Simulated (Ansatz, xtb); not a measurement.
## FH2SiSn: where a starting geometry ends

The starting geometry of this gas-phase doublet has its atoms placed at random.

| atom | x (Å) | y (Å) | z (Å) |
| --- | --- | --- | --- |
| F | 0.1783 | 1.0421 | 1.3927 |
| Si | 0.0882 | 0.0786 | -0.0815 |
| Sn | -1.8844 | -0.7000 | -0.3410 |
| H | -0.9328 | -0.1079 | 1.3261 |
| H | 0.9788 | -1.4267 | 0.0805 |

Guess where an optimisation with r2SCAN-D4/def2-SVP ends from this start.

It ends as a structure given below by its coordinates. Distances that change by over a tenth: Si2–Sn3 (2.14 → 2.65 Å), Si2–H4 (1.75 → 1.50 Å), Si2–H5 (1.76 → 1.50 Å). Contacts that open: Sn3–H4 (2.01 → 3.47 Å).

The energy falls by 3.43 eV over 15 steps:

```csv
step,E − E(last) (eV)
1,3.427
3,0.894
4,0.426
6,0.125
7,0.115
9,0.107
10,0.106
12,0.054
13,0.015
15,0.000
```

Final geometry (Å):

```xyz
5

F     0.4493    1.2569    0.8959
Si   -0.1773   -0.2290    0.5889
Sn   -2.2080   -0.2641   -1.1098
H    -0.5931   -0.8016    1.9143
H     0.9572   -1.0762    0.0874
```

From the same start GFN2-xTB ends elsewhere, differing in Si2–H4 (2.98 against 1.50 Å here), Sn3–H4 (1.79 against 3.47 Å here).

From so rough a start the end depends on the optimiser's path, so another program may land elsewhere. The end wasn't checked by frequencies. Open shells are spin-unrestricted. Atoms past krypton carry core potentials, without spin–orbit terms. Run with Ansatz 0.2.0, 2.2 min on 1 thread of AMD EPYC 7R43 64-Core Processor (Zen 3), with other jobs on the host.
